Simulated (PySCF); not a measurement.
Dipole moment and polarisability of GeH2Me(NCO)

GeH2Me(NCO), C2H5GeNO.
Structure used (PBE0-D3(BJ)/def2-SVP), in Å, numbered top down from 1:
```
atom  x, y, z in Å
Ge1    0.7468    0.0075    0.5684
H2     0.6326   -0.0931    2.0984
H3     2.2183   -0.0443    0.1289
C4    -0.1936    1.5460   -0.1494
H5     0.2664    2.4780    0.2104
H6    -1.2461    1.5232    0.1673
H7    -0.1528    1.5312   -1.2476
N8    -0.0399   -1.4928   -0.1088
C9    -0.7256   -2.3420   -0.5949
O10   -1.3813   -3.1903   -1.0683
```

Level: B3LYP/def2-SVPD (PySCF), static field, nuclei fixed, core orbitals frozen in the response. The polarisability tensor in these axes (au):

```
x   61.37  9.56  7.47
y    9.56 76.11  7.13
z    7.47  7.13 57.06
```

**Question.** Give the principal values, the mean and the anisotropy Δα = √{½[(α1 − α2)² + (α2 − α3)² + (α1 − α3)²]}.

**Answer.** Principal values 51.44, 58.78 and 84.32 au; mean 64.85 au = 9.61 Å³ = 10.69 × 10⁻⁴⁰ C²·m²/J; Δα = 29.89 au (46 % of the mean).

**Question.** What is the dipole moment, and where does it point?

**Answer.** (1.26, 3.30, 1.02) D, 3.67 D in size, pointing from the negative to the positive side. Measured along this direction, the outermost atoms are O10 at the negative end and H5 at the positive end.

**Question.** Orientational against electronic polarisability at 250 K (dilute gas, rigid molecules)?

**Answer.** In Gaussian units μ²/3kT = 130.30 Å³ against 9.61 Å³, a ratio of 13.56; the Debye molar polarisation (4π/3)N_A(α + μ²/3kT) is 352.9 cm³/mol, leaving out the vibrational part.

**Question.** What are the principal values of the traceless quadrupole moment, Θ = ½Σq(3rr − r²1), about the centre of nuclear charge?

**Answer.** -9.67, 4.47, 5.21 D·Å. The values depend on the origin, since the dipole doesn't vanish. The electronic extent ⟨r²⟩ about the same centre is 833 bohr², a root-mean-square distance of 1.91 Å for the 64 electrons.

**Question.** Along which axes do the principal values lie, and how far do the nuclei extend along each?

**Answer.** Largest value along (0.45, 0.82, 0.34), where the nuclei span 5.85 Å; middle along (0.66, -0.57, 0.50), 3.14 Å; least along (-0.60, 0.00, 0.80), 2.53 Å. The response follows the extents in order.

**Question.** Find the Langevin capture rate constant for NH4+ (18.034 u) meeting this molecule (132.958 u), k = 2.342 × 10⁻⁹ cm³/s × √(α in Å³ / reduced mass in u).

**Answer.** The reduced mass is 15.88 u, so k = 1.82 × 10⁻⁹ cm³/s. The formula leaves out the permanent dipole, which adds to the capture rate.

Isolated species at its PBE0-D3(BJ)/def2-SVP geometry, gas phase. The calculation is non-relativistic, for germanium too.

These values come from a run that also computed excited states and ΔSCF ions. On an AMD EPYC with one thread (shared host), this took 1.9 min (with the writing of density and orbital grids) and 0.71 GiB of memory at its peak.
